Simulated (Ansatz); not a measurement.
System: sum formula SiN₃H₆, net charge 0, doublet state. It need not be the lowest isomer of its formula. 
Geometry from a B3LYP-D3(BJ)/def2-TZVP (Ansatz, an electronic-structure program) optimisation:
SMILES: N[Si](N)N
```xyz
10

N      0.4682     1.3125    -0.8422
Si    -0.0709     0.1886     0.3602
N      1.1467    -1.0327     0.5191
N     -1.5038    -0.5755    -0.2418
H      0.9933     2.1327    -0.5825
H     -0.1408     1.4960    -1.6262
H      1.2697    -1.5280     1.3884
H      2.0280    -0.8874     0.0483
H     -2.4153    -0.1996    -0.0321
H     -1.5206    -1.5840    -0.2852
```
Charge 0, spin multiplicity 2.

Basis-set convergence of Hartree-Fock and CCSD(T) correlation energies (hartree) with Ansatz. Correlated levels leave the core frozen unless marked. Open shells are spin-unrestricted. No spin-orbit coupling. Non-relativistic.

```csv
basis,functions,E(HF),"E(corr, CCSD(T))"
def2-SVPD,132,-455.62544,-0.69169
def2-TZVPPD,261,-455.92293,-0.81274
def2-QZVPPD,463,-455.93953,-0.85891
```

Extrapolating the two largest sets (X = 3 and 4) as X^-3: E(corr) = (64·(-0.85891) - 27·(-0.81274))/37 = -0.8926 Eh, an estimate of the basis-set limit. The largest set recovers 96.2 % of it, the smallest 77.5 %.
